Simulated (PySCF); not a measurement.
Here is a job for PySCF.
```python
from pyscf import gto, scf, dft

mol = gto.M(
    atom='''
Si   -0.660717    0.061188    0.050892
C     1.284833   -0.120388   -0.094278
H    -0.925106   -1.153869   -0.765981
H    -0.612618    1.548184    0.042261
H    -1.855405   -0.066111    0.938367
H     1.645586   -1.461413    0.178531
H     1.758785    0.546735    0.623686
H     1.613042    0.142707   -1.100732
''',
    basis='3-21g',
    charge=1,
    spin=1,
    verbose=4,
)

mf = dft.UKS(mol)
mf.xc = 'r2scan'
mf.kernel()
mf.analyze()
```

Problem. What nuclear repulsion energy does R2SCAN/3-21G (PySCF) give?

Solution. 60.5948 Eh

Problem. Predict the total energy from R2SCAN/3-21G.

Solution. -328.9196 Eh

Problem. What is the computed <S^2> (R2SCAN/3-21G)?

Solution. 0.754

These values belong to the state on which the SCF converged, which isn't shown to be the lowest.
